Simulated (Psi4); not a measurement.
HAl, singlet, geometry from GFN2-xTB (such geometries of metal compounds can be far from the true shape); CAM-B3LYP/def2-TZVP (Psi4).

Input for Psi4:
```
memory 2 GB

molecule {
0 1
  Al   -0.00000000   -0.00000000   -0.11521965
  H     0.00000000    0.00000000    1.49785545
}

set basis def2-tzvp

energy('cam-b3lyp')
print_variables()
```

Q: Write the output that Psi4 gives for this input, abridged.

A: 
```
   => Loading Basis Set <=

    Name: DEF2-TZVP
    Role: ORBITAL
    Keyword: BASIS

         ---------------------------------------------------------
                                   SCF
               by Justin Turney, Rob Parrish, Andy Simmonett
                          and Daniel G. A. Smith
                              RKS Reference
         ---------------------------------------------------------

  ==> Geometry <==

    Molecular point group: c2v
    Full point group: C_inf_v

    Geometry (in Angstrom), charge = 0, multiplicity = 1:

       Center              X                  Y                   Z               Mass
    ------------   -----------------  -----------------  -----------------  -----------------
         AL           0.000000000000     0.000000000000    -0.058082687769    26.981538530000
         H            0.000000000000     0.000000000000     1.554992412231     1.007825032230

  Running in c2v symmetry.

  Rotational constants: A = ************  B =      6.66851  C =      6.66851 [cm^-1]
  Rotational constants: A = ************  B = 199916.75634  C = 199916.75634 [MHz]
  Nuclear repulsion =    4.264713861561686

  Charge       = 0
  Multiplicity = 1
  Electrons    = 14
  Nalpha       = 7
  Nbeta        = 7

  ==> Algorithm <==

  SCF Algorithm Type is DF.
  DIIS enabled.
  MOM disabled.
  Fractional occupation disabled.
  Guess Type is SAD.
  Energy threshold   = 1.00e-06
  Density threshold  = 1.00e-06
  Integral threshold = 1.00e-12

  ==> Primary Basis <==

  Basis Set: DEF2-TZVP
    Blend: DEF2-TZVP
    Number of shells: 17
    Number of basis functions: 43
    Number of Cartesian functions: 48
    Spherical Harmonics?: true
    Max angular momentum: 3

  ==> DFT Potential <==

   => LibXC <=

    Version 7.1.2
    S. Lehtola, C. Steigemann, M. J. T. Oliveira, and M. A. L. Marques,  SoftwareX 7, 1–5 (2018) (10.1016/j.softx.2017.11.002)

   => Composite Functional: CAM-B3LYP <=

    CAM-B3LYP Hyb-GGA Exchange-Correlation Functional

    T. Yanai, D. P. Tew, and N. C. Handy,  Chem. Phys. Lett. 393, 51 (2004) (10.1016/j.cplett.2004.06.011)

    Deriv               =              1
    GGA                 =           TRUE
    Meta                =          FALSE

    Exchange Hybrid     =           TRUE
    MP2 Hybrid          =          FALSE

   => Exchange Functionals <=

    0.3500         Becke 88 [omega = 0.3300]
    0.4600   Short-range recipe for B88 functional - erf [omega = 0.3300]

   => Exact (HF) Exchange <=
[...]
   @DF-RKS iter   2:  -242.98107990829618   -1.17224e-02   4.25296e-03 DIIS/ADIIS
   @DF-RKS iter   3:  -242.98246411687302   -1.38421e-03   2.17405e-04 DIIS/ADIIS
   @DF-RKS iter   4:  -242.98248182271962   -1.77058e-05   3.93541e-05 DIIS
   @DF-RKS iter   5:  -242.98248299684397   -1.17412e-06   7.08692e-06 DIIS
   @DF-RKS iter   6:  -242.98248304294282   -4.60988e-08   8.28534e-07 DIIS
  Energy and wave function converged.

  ==> Post-Iterations <==

   Electrons on quadrature grid:
      Ntotal   =   13.9999993886 ; deviation = -6.114e-07

    Orbital Energies [Eh]
    ---------------------

    Doubly Occupied:

[...]
       5A1    -0.256790

    Virtual:

[...]
    Final Occupation by Irrep:
             A1    A2    B1    B2
    DOCC [     5,    0,    1,    1 ]
    NA   [     5,    0,    1,    1 ]
    NB   [     5,    0,    1,    1 ]

  @DF-RKS Final Energy:  -242.98248304294282

   => Energetics <=

    Nuclear Repulsion Energy =              4.2647138615616855
    One-Electron Energy =                -345.9736930677825626
    Two-Electron Energy =                 113.0829778995718442
    DFT Exchange-Correlation Energy =     -14.3564817362937998
    Empirical Dispersion Energy =           0.0000000000000000
    VV10 Nonlocal Energy =                  0.0000000000000000
    Total Energy =                       -242.9824830429428175

Computation Completed

Properties will be evaluated at   0.000000,   0.000000,   0.000000 [a0]

Properties computed using the SCF density matrix

 Multipole Moments:

 ------------------------------------------------------------------------------------
     Multipole            Electronic (a.u.)      Nuclear  (a.u.)        Total (a.u.)
 ------------------------------------------------------------------------------------

 L = 1.  Multiply by 2.5417464519 to convert [e a0] to [Debye]
 Dipole X            :          0.0000000            0.0000000            0.0000000
 Dipole Y            :          0.0000000            0.0000000            0.0000000
 Dipole Z            :         -1.5067967            1.5116249            0.0048282
 Magnitude           :                                                    0.0048282

 ------------------------------------------------------------------------------------

  Variable Map:
  ----------------------------------------------------------------------------
[...]
  Array Variable Map:
  ----------------------------------------------------------------------------
[...]
[...]
```
